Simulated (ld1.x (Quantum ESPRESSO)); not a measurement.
**What the settings do to the TM potential of W**

Base potential:

```json
{
  "Element": "tungsten (W)",
  "Generator": "ld1.x (Quantum ESPRESSO) 7.5",
  "Type": "norm-conserving Troullier–Martins (Kleinman–Bylander form)",
  "Functional": "PBE",
  "Relativity": "scalar-relativistic",
  "Frozen core": "[Kr] 4d10 4f14 5s2",
  "Valence charge": "12",
  "Reference configuration": "5p6 5d4 6s2 6p0",
  "Partial waves": "5p (bound): rc 1.40 bohr; 5d (bound): rc 2.35 bohr; 6s (bound): rc 2.75 bohr",
  "Local potential": "the s channel",
  "Core correction": "a·sin(br)/r model core, default radius (core density twice the valence density)"
}
```

All-electron outer shells of the reference configuration (PBE, scalar-relativistic, ld1.x):

```tsv
shell	level (eV)	outermost node (bohr)	outermost maximum (bohr)
5s	-79.07	0.53	0.96
5p	-43.20	0.57	1.09
4f	-33.21	–	0.43
6s	-5.71	1.28	2.67
5d	-4.48	0.63	1.49
6p	-1.36	1.54	3.75
```

Cutoffs, loose and tight: the cutoffs (Ry, on a coarse ladder) from which the occupation-weighted sum of valence levels, in a spherical-Bessel basis at the reference potential, stays within 10 and 1 mRy of its value at 400 Ry. They do not see the model core or the augmentation charge, which bear on the density cutoff. Test errors are all-electron minus pseudo excitation energies from the reference, over the configurations 5p6 5d4 6s1 6p0; 5p6 5d4 6s0 6p0; 5p6 5d3 6s0 6p0; 5p6 5d3 6s2 6p0; 5p6 5d3 6s2 6p1; 5p6 5d4 6s1 6p1; 5p6 5d4 6s1.5 6p0. A dash means not determined; rows that change the core or the reference have their own tests.

| change | outcome | cutoff, loose | cutoff, tight | bound ghosts | largest test error (meV) |
| --- | --- | --- | --- | --- | --- |
| base | generated | 90 Ry | 110 Ry | none | -641 |
| all radii but the core radius scaled by about 0.75 (s 2.06, p 1.04, d 1.76 bohr) | generated | 120 Ry | 230 Ry | none | -532 |
| all radii but the core radius scaled by about 0.84 (s 2.30, p 1.18, d 1.96 bohr) | generated | 110 Ry | 140 Ry | none | -620 |
| all radii but the core radius scaled by about 0.91 (s 2.50, p 1.28, d 2.14 bohr) | generated | 100 Ry | 140 Ry | none | -647 |
| all radii but the core radius scaled by about 1.04 (s 2.86, p 1.46, d 2.44 bohr) | generated | 80 Ry | 110 Ry | none | -636 |
| all radii but the core radius scaled by about 1.10 (s 3.02, p 1.54, d 2.58 bohr) | generated | 60 Ry | 100 Ry | none | -624 |
| all radii but the core radius scaled by about 1.18 (s 3.24, p 1.66, d 2.78 bohr) | generated | 45 Ry | 80 Ry | none | -600 |
| all radii but the core radius scaled by about 1.23 (s 3.38, p 1.72, d 2.90 bohr) | generated | 45 Ry | 70 Ry | none | -581 |
| all radii but the core radius scaled by about 1.32 (s 3.62, p 1.84, d 3.10 bohr) | generated | 35 Ry | 45 Ry | none | -554 |
| all radii but the core radius scaled by about 1.40 (s 3.84, p 1.96, d 3.28 bohr) | generated | 25 Ry | 45 Ry | none | -524 |

Reading the sweep of the scale of all radii but the core radius (base = 1) (base included, trends over the rows without a ghost): The loose cutoff falls from 120 Ry at 0.75 to 25 Ry at 1.4. A larger radius leaves more room for a smooth pseudo-wave, so fewer plane waves are needed; a smaller one forces it to follow the all-electron wave where it bends sharply. The median size of the test errors (rows with all tests solved) is not monotonic: lowest 30.9 meV at 0.75, highest 106.7 meV at 1.4.
